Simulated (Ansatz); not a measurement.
```yaml
crystal:
  periodic: [false, false, false]
  atoms:
    - {symbol: B, position_ang: [-0.557129, 1.108033, -0.872179]}
    - {symbol: O, position_ang: [-0.368818, -0.077657, 0.231220]}
    - {symbol: C, position_ang: [0.571805, 0.257323, 1.250016]}
    - {symbol: C, position_ang: [-0.103359, -1.348392, -0.360127]}
    - {symbol: H, position_ang: [-1.434633, 0.689846, -1.587671]}
    - {symbol: H, position_ang: [-0.856033, 2.068426, -0.204998]}
    - {symbol: H, position_ang: [0.530831, 1.188378, -1.407569]}
    - {symbol: H, position_ang: [0.249801, 1.205310, 1.671642]}
    - {symbol: H, position_ang: [1.568588, 0.363331, 0.813148]}
    - {symbol: H, position_ang: [0.562732, -0.526991, 2.008594]}
    - {symbol: H, position_ang: [-0.901802, -1.532920, -1.073269]}
    - {symbol: H, position_ang: [-0.101135, -2.107433, 0.423786]}
    - {symbol: H, position_ang: [0.859551, -1.321952, -0.877596]}
basis:
  gaussian: {orbitals: ANO-RCC-VTZP}
total_charge: 1
magnetization: {spin_polarized: true, initial_magnetization: 2}
hamiltonian: {xc: {name: B3LYP5}}
accuracy: high
output: {forces: true}
```

```sh
$ ansatz run in.yaml --threads 4 --pin off --events-out ev --progress --plain --max-ram 10444MiB
```

It prints (some lines left out):

```
Error: a molecule whose nuclei and cores have a total charge of 34 cannot have a net charge of 1 together with 2 unpaired electrons
```

Q: What is wrong with this run?

A: The number of unpaired electrons doesn't fit the electron count. The input was rejected before any iteration.

B3LYP here is the variant with VWN-RPA as its local correlation; programs differ in this.
